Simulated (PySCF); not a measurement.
C2H2F4, SMILES FCC(F)(F)F. Atoms are numbered in the order given.

```xyz
8

F      0.1630    -1.9368     0.0000
C     -0.7323    -0.9172     0.0000
C     -0.0037     0.4091     0.0000
F      0.7664     0.5457     1.0760
F      0.7664     0.5457    -1.0760
F     -0.9013     1.3983     0.0000
H     -1.3667    -0.9641     0.8994
H     -1.3667    -0.9641    -0.8994
```

Geometry: PBE0-D3(BJ)/def2-SVP.

All values below come from PBE0-D3(BJ)/def2-SVP in PySCF 2.14.0.

Frequencies are harmonic and unscaled.

```tsv
mode	ν (cm⁻¹)	IR (km/mol)	moving atoms (share of kinetic energy)
1	105	5.4	F 70 %, H 16 %, C 14 %
2	216	3.2	F 94 %
3	357	1.1	F 55 %, H 28 %, C 17 %
4	420	0.8	F 89 %, C 9 %
5	544	2.8	F 84 %, C 8 %
6	561	9.6	F 80 %, C 16 %
7	681	32.7	F 62 %, C 33 %
8	873	13.8	F 64 %, C 27 %, H 9 %
9	990	47.8	H 50 %, C 31 %, F 19 %
10	1174	79.3	C 50 %, F 38 %, H 12 %
11	1230	59.4	H 64 %, C 27 %, F 9 %
12	1248	282.8	C 70 %, F 22 %, H 9 %
13	1336	175.4	C 62 %, H 26 %, F 12 %
14	1342	189.6	C 54 %, H 36 %, F 11 %
15	1470	48.4	H 52 %, C 46 %
16	1481	2.4	H 79 %, C 21 %
17	3087	13.2	H 95 %
18	3158	10.3	H 90 %, C 10 %
```
